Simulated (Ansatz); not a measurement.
Basis sets compared for Ga(NH3)H3 (GaNH6). Total charge 0; singlet. Geometry PBE0-D4/def2-TZVP. Ansatz on 4 threads of AMD EPYC 7B13 on a shared host; times are rough, and most runs start from earlier orbitals.

Cartesian coordinates in Å:
```
Ga -0.915 -0.265 0.597
N 0.836 0.242 -0.546
H 1.603 -0.382 -0.321
H 1.131 1.191 -0.347
H 0.649 0.169 -1.539
H -1.882 0.857 0.042
H -0.307 -0.070 2.044
H -1.113 -1.742 0.069
```

Binding counts from free atoms (Ga doublet, N quartet, H doublet) in the same basis, without a counterpoise term.

| level | functions | energy (Eh) | HOMO (eV) | LUMO (eV) | binding per atom (eV) | wall time |
| --- | --- | --- | --- | --- | --- | --- |
| PBE-D4/def2-SVP | 76 | -1982.5472 | -6.13 | -0.66 | 2.79 | 0.5 s |
| PBE0-D4/def2-SVP | 76 | -1982.6012 | -7.40 | 0.20 | 2.77 | 0.6 s |

Problem. Estimate the rows for PBE-D4/def2-TZVP (with forces), PBE0-D4/def2-TZVP.

Solution. 
```csv
level,functions,energy (Eh),HOMO (eV),LUMO (eV),binding per atom (eV),wall time
PBE-D4/def2-TZVP (with forces),115,-1982.8643,-6.23,-1.05,2.79,0.65 s
PBE0-D4/def2-TZVP,115,-1982.9147,-7.48,-0.24,2.76,0.75 s
```
